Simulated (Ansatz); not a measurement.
Mo6⁻. Charge -1, multiplicity 2. Geometry relaxed at PBE-D4/def2-SVPD.

```xyz
6

Mo    1.628   -0.418    0.607
Mo    0.516    1.621    0.386
Mo   -0.936   -0.071    1.541
Mo   -0.778   -1.627    0.057
Mo   -1.152    0.888   -1.052
Mo    0.722   -0.393   -1.539
```

In the def2 sets Mo takes a core potential; there is no spin–orbit coupling. The relaxation made no stability test and no search for a lower SCF solution. The structure comes from a short search, and lower isomers may exist.

Task: Estimate the harmonic wavenumbers at UKS PBE-D4/def2-SVPD (Ansatz, unscaled). Is this a minimum?

Result: 55, 86, 103, 143, 155, 181, 202, 241, 298, 305, 343, 367 cm⁻¹. Yes, no mode is imaginary beyond noise. Zero-point energy 14.8 kJ/mol. Run time 6.3 min (4 threads of Arm Neoverse V2 on a shared host).
